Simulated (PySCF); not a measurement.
## Ionisation energy of Bi⁺ by level of theory

Bi⁺ [Xe] 4f14 5d10 6s2 6p2 (3P) → Bi²⁺ [Xe] 4f14 5d10 6s2 6p1 (2P), as a difference of total energies. Computed with PySCF 2.14 in aug-cc-pVQZ-DK3 (10s9p7d4f2g, 118 functions), with the spin-free X2C one-electron Hamiltonian (Gaussian nucleus). Correlated levels: valence: [Xe] 4f14 5d10 frozen. The calculations carry no spin-orbit coupling.

| method | ionisation energy (eV) |
| --- | --- |
| UHF | 15.328 |
| MP2 (valence) | 15.629 |
| SCS-MP2 (valence) | 15.571 |
| CCSD (valence) | 15.659 |
| CCSD(T) (valence) | 15.677 |

**Question.** How much does correlation contribute at CCSD(T) (valence)?

**Answer.** 15.677 − (15.328) = 0.349 eV, measured against UHF.

Spin-orbit coupling is strong in these open shells (close to jj coupling). The scalar numbers leave it out and a first-order estimate fails, so it can dominate the gap to the real levels.

Errors of the correlated levels include the incompleteness of this basis and the frozen core.

For comparison: 16.703 eV (measured; NIST Atomic Spectra Database, ionization energies).
